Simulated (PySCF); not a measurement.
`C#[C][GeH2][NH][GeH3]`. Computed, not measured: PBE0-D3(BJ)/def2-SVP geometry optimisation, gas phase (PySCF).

```
atom  x, y, z in Å
C1     2.7117    1.4332    0.2883
C2     1.9987    0.5076   -0.0529
Ge3    0.8398   -0.9259   -0.5681
N4    -0.7168   -0.9279    0.3908
Ge5   -2.1077    0.2520    0.1516
H6     3.3440    2.2502    0.5879
H7     0.4734   -0.7307   -2.0456
H8     1.5783   -2.2479   -0.3107
H9    -0.6227   -1.2827    1.3388
H10   -1.8817    1.6082    0.8577
H11   -2.2263    0.4781   -1.3653
H12   -3.3860   -0.3979    0.7145
```

(1) Which two atoms are farthest apart?

(2) Where is the centre of mass (commonest isotopes), and what is the radius of gyration?

(3) What are the angles N4–Ge3–H7, C2–Ge3–H7, Ge3–N4–Ge5, Ge5–N4–H9, H10–Ge5–H11?

(4) What is the repulsion energy of the bare nuclei, Σ ZA·ZB/RAB?

(5) How far are the heavy atoms from their best plane (unweighted least squares)?

Results:

(1) H6···H12, 7.23 Å; the next longest distance is 6.38 Å.

(2) Mass 192.900 u; centre at (-0.259, -0.207, -0.118) Å; Rg = √(Σ m r²/M) = 1.900 Å. As Ia + Ib + Ic = 2 Σ m r², the three principal moments sum to 1392.3 u·Å².

(3) From the scalar product of the two bond vectors; for N4–Ge3–H7 it is -0.8468 Å² over 1.8282 × 1.5347 Å², cos θ = -0.3018. N4–Ge3–H7 107.6°; C2–Ge3–H7 108.0°; Ge3–N4–Ge5 125.1°; Ge5–N4–H9 114.5°; H10–Ge5–H11 109.4°.

(4) 579.72 Eh over 66 pairs, with full nuclear charges and distances in bohr; the largest single term is 166.49 Eh (Ge3 with Ge5).

(5) 0.270 Å rms; C1 0.10, C2 0.06, Ge3 0.30, N4 0.47, Ge5 0.22 Å (magnitudes).

Stationary, but not proved a minimum. The numbers are those of one conformer.
